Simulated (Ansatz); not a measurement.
BaCl$_{2}$, charge -1, doublet, at a GFN2-xTB geometry (such geometries of metal compounds can be far from the true shape) (a state made from the parent by changing its charge; the spin is typed, not shown lowest) (core potentials on Ba) (a gas-phase anion, which may not be bound at this level); HF/def2-TZVP (Ansatz, an electronic-structure program).

Here is a job for Ansatz.
Ansatz 0.2 input:
```yaml
crystal:
  periodic: [false, false, false]
  atoms:
    - {symbol: Ba, position_ang: [0.00338648, 0.00412225, 0.00467585]}
    - {symbol: Cl, position_ang: [1.85484627, 0.44365118, -1.75222559]}
    - {symbol: Cl, position_ang: [-1.86600174, -0.45723037, 1.73682281]}
basis:
  gaussian:
    orbitals: def2-TZVP
hamiltonian:
  xc: hf
total_charge: -1
magnetization: {spin_polarized: true, initial_magnetization: 1}
accuracy: high
```

### Question
Predict the main parts of the log of this Ansatz run.

### Answer

```
Functional definition: HF
1617 factors; integrals over basis functions are off by at most 1.3e-8 eV
mean field evaluation 1: about -25695.7399 eV, gradient 5.9e0 eV
mean field evaluation 2: about -25695.7660 eV, gradient 5.9e0 eV
mean field evaluation 4: about -25696.2320 eV, gradient 8.8e-1 eV
mean field evaluation 8: about -25696.2442 eV, gradient 8.7e-4 eV
mean field evaluation 16: about -25696.2442 eV, gradient 6.9e-9 eV
mean field evaluation 32: about -25695.7865 eV, gradient 2.8e0 eV
mean field evaluation 64: about -25696.2372 eV, gradient 3.8e-1 eV
mean field evaluation 96: about -25695.7403 eV, gradient 5.9e0 eV
mean field -25696.24415706 eV, -944.3195552321 hartree, gradient 2.0e-8 eV, S^2 0.751201; 3 other end points of the search recorded, 0 dependent functions left out
reference -25696.24415706 eV, -944.3195552321 hartree; 23, 22 occupied and 91, 92 virtual orbitals, 1617 factors
Total energy: -25696.24415706 eV, -944.3195552321 hartree
```
